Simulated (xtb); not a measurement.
C5H4F2O, SMILES O=C1/C(=C/F)C[C@H]1F. All values are semi-empirical tight-binding results from xtb (GFN2-xTB unless named), good for trends rather than for accurate numbers. Coordinates come from a GFN2-xTB optimisation. The structure was generated by enumeration; whether it is a known compound was not checked.

Optimised geometry:

Bonds (Å): O1–C2 1.194, C2–C3 1.477, C2–C7 1.544, C3–C4 1.326, C3–C6 1.509, C4–F5 1.332, C4–H9 1.081, C6–C7 1.543, C6–H10 1.089, C6–H11 1.088, C7–F8 1.366, C7–H12 1.095. Bond angles (°): O1–C2–C3 135.3, O1–C2–C7 134.6, C3–C2–C7 90.1, C2–C3–C4 131.7, C2–C3–C6 92.2, C4–C3–C6 136.0, C3–C4–F5 122.6, C3–C4–H9 124.5, F5–C4–H9 113.0, C3–C6–C7 88.9, C3–C6–H10 113.4, C3–C6–H11 115.9, C7–C6–H10 112.5, C7–C6–H11 115.8, H10–C6–H11 109.3, C2–C7–C6 88.4, C2–C7–F8 115.9, C2–C7–H12 113.8, C6–C7–F8 115.2, C6–C7–H12 115.8, F8–C7–H12 107.2.

```yaml
orbital_gap: 2.83 eV
dipole_moment: 2.72 D
zero_point_energy: 49.3 kcal/mol
G − E(el) at 298.15 K (modified RRHO): 29.0 kcal/mol
static polarisability (D4 model): 60.3 bohr³
solvation energy, GFN2-xTB/ALPB(water): -3.4 kcal/mol
solvation energy, GFN2-xTB/ALPB(benzene): -5.9 kcal/mol
```

Computed IR lines (harmonic; lines under 4 % of the strongest left out, lines within 3 cm⁻¹ merged):
ν (cm⁻¹): 553 (w), 696 (w), 838 (w), 871 (w), 963 (m), 1069 (w), 1115 (m), 1119 (m), 1146 (w), 1265 (w), 1715 (vs), 1845 (vs) (against the strongest line: vs over 80 %, s over 45 %, m over 15 %, w over 4 %, vw less)

Computed atomic charges and the Wiberg bond orders between heavy atoms:
charges (e) O1 -0.29, C2 0.23, C3 -0.04, C4 0.14, F5 -0.18, C6 -0.07, C7 0.12, F8 -0.23, H9 0.09, H10 0.09, H11 0.07, H12 0.07. Bond orders O1–C2 1.89, C2–C3 1.02, C3–C4 1.77, C4–F5 1.01, C3–C6 1.00, C2–C7 0.93, C6–C7 0.98, C7–F8 0.95.
